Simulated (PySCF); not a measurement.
# Electronic absorption of C4H6F2O3

Compound: C₄H₆F₂O₃.
Bonds: F1–C2, C2–F3, C2–O4, O4–C5, C5–O6, O6–C7, C7–C8, C8–O9, C5–O9. Hydrogens: H10 on C2; H11 on C5; H12, H13 on C7; H14, H15 on C8.

Method: TDDFT CAM-B3LYP/def2-SVPD, vertical, gas phase, core orbitals frozen in the response in PySCF 2.14.0, density-fitted response routines. Geometry: GFN2-xTB, one conformer, isolated molecule.

```csv
state,E (eV),λ (nm),f,|μ| (D),"main configurations (H = HOMO, L = LUMO)"
S1,7.95,155.9,0.0016,0.23,H→L (82%)
S2,8.50,145.8,0.0020,0.25,"H→L+1 (54%), H→L+4 (17%), H→L (9%)"
S3,8.55,145.0,0.0023,0.27,"H-1→L (45%), H→L+2 (30%)"
S4,8.94,138.8,0.0047,0.37,"H→L+4 (33%), H→L+2 (32%), H→L+3 (20%)"
S5,9.14,135.7,0.0037,0.33,"H→L+1 (28%), H-1→L (24%), H→L+2 (16%)"
S6,9.24,134.2,0.046,1.15,"H→L+3 (33%), H-1→L+1 (25%), H-1→L+2 (8%)"
S7,9.35,132.7,0.014,0.62,"H→L+3 (18%), H-1→L (16%), H-1→L+1 (15%)"
S8,9.45,131.2,0.0058,0.40,"H-2→L (45%), H-1→L+2 (14%)"
```

Triplets, Tamm–Dancoff:

| state | E (eV) | λ (nm) | main configurations (H = HOMO, L = LUMO) |
| --- | --- | --- | --- |
| T1 | 7.76 | 159.8 | H→L (66%), H→L+4 (14%) |
| T2 | 8.19 | 151.3 | H→L+1 (35%), H→L (22%), H→L+4 (19%) |
| T3 | 8.35 | 148.5 | H-1→L (41%), H→L+2 (18%), H→L+1 (8%) |

The lowest singlet comes at 156 nm (767 kJ/mol) in the vacuum ultraviolet; it is very weak; its leading configuration is HOMO→LUMO (82%). The most intense listed level is S6 at 9.24 eV (134 nm, f = 0.046), 1.28 eV above S1. Löwdin shares by element: HOMO oxygen 67%, carbon 8% or more (atoms not listed hold the other 26%); LUMO carbon 32% or more, hydrogen 10% or more, oxygen 9% or more (atoms not listed hold the other 50%). The listed states span 1.50 eV, and the widest gap between neighbours is 0.55 eV (S1 to S2). The oscillator strengths of these states sum to 0.080; summed over the whole spectrum of an exact calculation they would give the number of electrons, 72 (Thomas–Reiche–Kuhn). Of the 8 states listed, 2 reach f = 0.01 and none stays under 0.0005. The window holds the lowest 8 singlets.
